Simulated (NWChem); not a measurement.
Molecule: GaHOF2; SMILES [F][Ga]([F])[OH]

```xyz
5

Ga    -0.0005     0.0058     0.0000
F     -1.6282    -0.6079     0.0000
F      0.1999     1.7254     0.0000
O      1.3910    -1.0698     0.0000
H      1.1429    -2.0017     0.0000
```
Atoms are numbered in this order, from 1.

Structure relaxed at the PBE0/def2-SVP level.

Give the principal values of the shielding tensors (ppm) of Ga1, F2, F3, O4 from LDA (Slater exchange, VWN5)/pcSseg-1, GIAO (NWChem), with their diamagnetic and paramagnetic parts as GIAO splits them.


```json
[
 {"atom": "Ga1", "σ11": "1189.3", "σ22": "1521.7", "σ33": "1720.4", "isotropic": "1477.1", "diamagnetic": "2642.2", "paramagnetic": "-1165.1"},
 {"atom": "F2", "σ11": "205.0", "σ22": "303.3", "σ33": "423.8", "isotropic": "310.7", "diamagnetic": "474.5", "paramagnetic": "-163.8"},
 {"atom": "F3", "σ11": "238.7", "σ22": "328.1", "σ33": "430.0", "isotropic": "332.3", "diamagnetic": "474.2", "paramagnetic": "-141.9"},
 {"atom": "O4", "σ11": "216.4", "σ22": "294.1", "σ33": "335.3", "isotropic": "282.0", "diamagnetic": "389.7", "paramagnetic": "-107.8"}
]
```
